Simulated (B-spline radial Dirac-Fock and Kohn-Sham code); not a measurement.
**Dipole and non-dipole photoemission parameters of Os²⁺ 3p1/2**

System: the Os²⁺ ion, [Xe] 4f14 5d6; threshold 2808.8 eV (orbital energy of the model). These are calculated numbers from a radial atomic solver; the model is Dirac-Hartree-Slater photoionisation with a Latter tail; cross sections with all multipoles, angular parameters from the dipole term and its interference with E2.

Input file task.json (cfg lists n, l and occupation; rrms is the nuclear radius in fm):

```json
{"items": [{
  "Z": 76,
  "q": 2,
  "cfg": [[1, 0, 2], [2, 0, 2], [2, 1, 6], [3, 0, 2], [3, 1, 6], [3, 2, 10], [4, 0, 2], [4, 1, 6], [4, 2, 10], [4, 3, 14], [5, 0, 2], [5, 1, 6], [5, 2, 6]],
  "A": 192,
  "rrms": 5.4126,
  "do": "xps",
  "hv": [64.2, 64.9, 70.3, 80, 80.7, 99.0, 113.0, 150, 203.0, 206.0, 309.0, 347.0, 350.0, 400, 436.0, 444.0, 803.0, 827.0, 1000, 1070.0, 1540.0, 1980.0, 2000, 2060.0, 3390.0, 3420.0, 6000, 7350.0, 9251.7, 15000]
}]}
```

Run with: `python xray2_run.py task.json out`

| hν (eV) | σ (kb) | β | γ | δ |
| --- | --- | --- | --- | --- |
| 3390 | 33.2 | 1.250 | 0.487 | 0.079 |
| 3420 | 32.8 | 1.266 | 0.474 | 0.074 |
| 6000 | 13.2 | 1.589 | 0.002 | 0.000 |
| 7350 | 8.96 | 1.595 | 0.113 | 0.001 |
| 9251.7 | ? | ? | ? | ? |
| 15000 | 1.85 | 1.490 | 1.066 | 0.034 |

Question: Give the values at Ga Kα (9251.7 eV).

Answer: σ = 5.55 kb, β = 1.577, γ = 0.350, δ = 0.007.
